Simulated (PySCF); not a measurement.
**Distorted geometries of [Ce(H2O)5]3+**

[Ce(H2O)5]3+ (singlet in the valence; each metal's 4f electrons, 1 of them, lie in its core potential, out of spins and levels). PySCF 2.14.0, RKS TPSS, Ce lcecp-1-SVP with ECP47, O def2-SVP, H def2-SVP; non-relativistic Hamiltonian with scalar-relativistic core potentials where named; density fitting; no spin-orbit coupling. Relaxed geometry:

```xyz
16

Ce    0.1080    0.0000    0.0000
O    -0.3690    0.0000    2.4281
H    -0.4772    0.7744    3.0310
H    -0.4773   -0.7743    3.0310
O    -0.3690    0.0000   -2.4281
H    -0.4773   -0.7743   -3.0310
H    -0.4772    0.7744   -3.0310
O     2.5518   -0.0001    0.0000
H     3.1672   -0.7746    0.0000
H     3.1673    0.7744    0.0000
O    -0.8868    2.2466    0.0000
H    -0.4382    3.1280    0.0000
H    -1.8484    2.4785    0.0000
O    -0.8869   -2.2465    0.0000
H    -1.8486   -2.4784    0.0000
H    -0.4385   -3.1280    0.0000
```

Task: Order these distorted geometries by energy above the relaxed one, lowest first.
A.
```xyz
16

Ce    0.1517   -0.0881    0.0311
O    -0.3777   -0.0161    2.3867
H    -0.3686    0.7834    3.1609
H    -0.3775   -0.7200    2.9304
O    -0.5463    0.0184   -2.5502
H    -0.5678   -0.9605   -3.0780
H    -0.5114    0.7346   -3.0443
O     2.5596    0.1480    0.2400
H     3.2145   -0.7761   -0.1410
H     3.1504    0.8287   -0.0729
O    -0.8524    2.0658    0.0379
H    -0.4069    3.3366   -0.0082
H    -1.8821    2.4982   -0.0485
O    -0.9533   -2.2828    0.0097
H    -1.9560   -2.5468    0.1258
H    -0.2762   -3.0234    0.0205
```
B.
```xyz
16

Ce    0.0250    0.0816   -0.0500
O    -0.3967    0.0638    2.2751
H    -0.4774    0.9019    3.0352
H    -0.5287   -0.7891    3.1269
O    -0.3922    0.0503   -2.1506
H    -0.4488   -0.7317   -3.0401
H    -0.3616    0.7260   -3.1776
O     2.6015   -0.1193    0.0710
H     3.3203   -0.8244   -0.1674
H     3.1259    0.8874   -0.0312
O    -0.8278    2.2373   -0.0179
H    -0.5144    3.0147   -0.0087
H    -1.8440    2.3968    0.0859
O    -0.9366   -2.2925    0.0970
H    -1.8207   -2.6590    0.1114
H    -0.5238   -2.9439   -0.1590
```
C.
```xyz
16

Ce    0.1978    0.0415   -0.0628
O    -0.2325    0.1048    2.5281
H    -0.4233    0.6881    2.9040
H    -0.3915   -0.9025    3.2173
O    -0.4257    0.0704   -2.3299
H    -0.3955   -0.6126   -3.0670
H    -0.4897    0.7415   -3.0645
O     2.3910    0.0571   -0.1094
H     3.1301   -0.5644    0.0884
H     3.0916    0.7898    0.0321
O    -0.7942    2.0866   -0.1351
H    -0.5219    3.1168   -0.1461
H    -1.8462    2.3669    0.0909
O    -0.8202   -2.4040   -0.1109
H    -1.8297   -2.5094    0.0753
H    -0.6402   -3.0707    0.0896
```

Result: A (4.34 eV), B (5.88 eV), C (9.13 eV).

Task: Which forces (eV/Å) act in the one that lies 4.34 eV up?

Result: 
```
Ce   -0.74   0.55  -0.80
O     0.27   7.37  -0.51
H    -0.12  -2.29  -2.80
H    -0.15  -5.20   3.64
O     0.22 -10.08   4.81
H    -0.09   4.16   1.08
H     0.14   5.75  -5.21
O     1.58  -5.23  -1.82
H    -2.36   3.46   1.80
H     1.06   1.63  -0.20
O    -1.90   7.11  -0.59
H    -1.12  -4.93   0.24
H     3.03  -2.09   0.32
O    -0.52   0.31   0.23
H     2.30  -0.24  -0.26
H    -1.59  -0.27   0.06
```
Forces carry noise of the integration grid, about 0.01 to 0.03 eV/Å.

No frequency check is given that shows the relaxed geometry to be a minimum. An lcecp potential fixes the number of 4f electrons, so in runs with it no electron can move into or out of that shell.
